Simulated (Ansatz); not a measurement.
Coupled-cluster run, C2H8BClO (`C[B-](C)([OH2+])Cl`).

```yaml
crystal:
  periodic: [false, false, false]
  atoms:
    - {symbol: C, position_ang: [-1.503688, -0.151519, -0.107401]}
    - {symbol: B, position_ang: [0.030534, 0.228613, -0.206422]}
    - {symbol: C, position_ang: [1.103180, -0.882358, -0.557623]}
    - {symbol: O, position_ang: [0.437421, 0.699206, 1.385386]}
    - {symbol: Cl, position_ang: [0.325097, 1.839960, -1.116077]}
    - {symbol: H, position_ang: [-2.137342, 0.670306, 0.242966]}
    - {symbol: H, position_ang: [-1.873490, -0.421403, -1.100461]}
    - {symbol: H, position_ang: [-1.668770, -1.014752, 0.545082]}
    - {symbol: H, position_ang: [1.002591, -1.763702, 0.083696]}
    - {symbol: H, position_ang: [2.137756, -0.528180, -0.495177]}
    - {symbol: H, position_ang: [0.954870, -1.214271, -1.588925]}
    - {symbol: H, position_ang: [1.339618, 1.045791, 1.338187]}
    - {symbol: H, position_ang: [-0.127278, 1.457408, 1.591670]}
basis:
  gaussian: {orbitals: def2-TZVPP}
correlation: {method: ccsd_t}
output: {orbitals: {seedname: orbitals}}
```

```sh
$ ansatz run in.yaml --threads 4 --pin off --events-out ev --progress --plain --max-ram 10444MiB
```

The program prints (abridged):

```
Functional definition: HF
1627 factors; integrals over basis functions are off by at most 1.0e-3 eV
mean field evaluation 1: about -17399.3129 eV, gradient 4.3e1 eV
mean field evaluation 2: about -17399.5001 eV, gradient 4.3e1 eV
mean field evaluation 4: about -17403.9762 eV, gradient 4.2e0 eV
mean field evaluation 8: about -17404.0400 eV, gradient 2.5e-1 eV
mean field -17404.04035335 eV, -639.5866861033 hartree, gradient 1.9e-6 eV, S^2 0.000000; 0 other end points of the search recorded, 0 dependent functions left out
9 core orbitals not correlated: weight in the atoms' cores, before any rotation towards them, 1.000 or more for the frozen orbitals, at most 0.000 for the correlated occupied ones
reference -17404.04035335 eV, -639.5866861033 hartree; 16, 16 occupied and 253, 253 virtual orbitals, 1627 factors
second order -25.07675772 eV of doubles, -0.00000000 eV of singles
cycle   1  -25.86412659 eV  change   -7.9e-1 eV  update   9.1e-2
cycle   2  -26.40781898 eV  change   -5.4e-1 eV  update   2.5e-2
cycle   3  -26.49817672 eV  change   -9.0e-2 eV  update   1.1e-2
cycle   4  -26.49144210 eV  change    6.7e-3 eV  update   2.2e-3
cycle   5  -26.49154830 eV  change   -1.1e-4 eV  update   8.4e-4
cycle   6  -26.49165070 eV  change   -1.0e-4 eV  update   2.3e-4
cycle   7  -26.49155281 eV  change    9.8e-5 eV  update   9.2e-5
cycle   8  -26.49154799 eV  change    4.8e-6 eV  update   2.9e-5
perturbative correction -1.01253087 eV, -0.0372098233 hartree
Total energy: -17431.54443222 eV, -640.5974423587 hartree
```

It took 3 min on 4 threads of an Arm Neoverse V2 on a shared host, with 8 GiB of host memory at the peak.

MP2 recovers 91.2 % of the CCSD(T) correlation energy and the triples give 3.7 %; T1 = 0.0092.
